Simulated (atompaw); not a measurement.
## Logarithmic derivatives: hafnium, PAW (atompaw)

```json
{
  "Element": "hafnium (Hf)",
  "Generator": "atompaw 4.2.0.5",
  "Type": "PAW",
  "Functional": "PBE",
  "Relativity": "scalar-relativistic",
  "Frozen core": "[Kr] 4d10 4f14",
  "Valence charge": "12",
  "Reference configuration": "5s2 5p6 5d2 6s1.75 6p0 (charge +0.25)",
  "Partial waves": "5s (bound): rc 1.80 bohr; 6s (bound): rc 2.95 bohr; 5p (bound): rc 2.35 bohr; 6p (bound, empty): rc 2.00 bohr; 5d (bound): rc 2.95 bohr; 5d channel at 0.9 Ry: rc 2.95 bohr",
  "Local potential": "bessel scheme, radius 2.45 bohr",
  "Core correction": "smooth core density matched at 2.25 bohr",
  "Augmentation charge": "sinc compensation charge, radius 2.75 bohr; PAW radius 2.95 bohr; waves and projectors: custom polynom vanderbiltortho"
}
```

The phase is arctan(r·u′/u) with u = r·R(r), unwrapped; energies in Ry, scanned from -7 to 5 Ry. A pole is an energy at which the radial function vanishes at the test radius. The pseudo phase is shifted by a multiple of π to meet the all-electron one at the reference energy, and phase errors are pseudo minus all-electron; the curves can meet again beyond the range given. Levels narrower than the energy grid can be missing from the lists of poles.

Problem. For each channel, where are the poles, and over which energies does the pseudopotential scatter like the atom?

Solution.

| channel | radius (bohr) | reference energy (Ry) | poles, all-electron | poles, pseudo | unbroken range about the reference energy with phases within 0.05 rad | phase error 1 Ry above the reference energy (rad) |
| --- | --- | --- | --- | --- | --- | --- |
| s | 2.96 | -0.48 | -5.02, 1.35 | -5.02, 1.28 | below 2.8 | -0.004 |
| p | 2.96 | -0.19 | -2.68, 2.69 | -2.68, 2.70 | the whole range | +0.001 |
| d | 2.96 | -0.31 | 0.19 | 0.19 | the whole range | +0.000 |

Phases in the p channel:

```csv
E (Ry),all-electron,pseudo
-7.00,1.435,1.436
-6.52,1.430,1.430
-6.04,1.423,1.423
-5.56,1.416,1.416
-5.08,1.407,1.407
-4.60,1.396,1.396
-4.12,1.381,1.381
-3.64,1.360,1.360
-3.16,1.313,1.313
-2.68,-1.571,-1.571
-2.20,-1.778,-1.778
-1.72,-1.832,-1.832
-1.24,-1.894,-1.894
-0.76,-1.996,-1.996
-0.28,-2.215,-2.215
0.20,-2.878,-2.878
0.68,-3.985,-3.985
1.16,-4.405,-4.405
1.64,-4.564,-4.563
2.12,-4.648,-4.647
2.60,-4.704,-4.703
3.08,-4.748,-4.747
3.56,-4.789,-4.787
4.04,-4.833,-4.830
4.52,-4.890,-4.885
5.00,-4.980,-4.970
```
